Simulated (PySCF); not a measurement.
Homolysis of single bonds, series Ga NH2-H. All species are isolated molecules in the gas phase. One relaxed conformer stands for each flexible species; it need not be the lowest. Strings in code marks are SMILES.

Calculation: r2SCAN-D4/def2-TZVP run with PySCF. All candidates: neutral, multiplicity 1. 

| Quantity | Value |
|---|---|
| HOMO | -5.66 eV |
| LUMO | -0.18 eV |
| HOMO–LUMO gap | 5.47 eV |

Problem. Say which member has these values.
A. `[NH2][Ga]([NH2])[NH2]`
B. `[NH2][GaH2]`
C. `[GaH3]`

Solution. A, `[NH2][Ga]([NH2])[NH2]`. The others give `[GaH3]`: -7.68 eV, -2.30 eV, 5.38 eV; `[NH2][GaH2]`: -6.33 eV, -1.18 eV, 5.15 eV
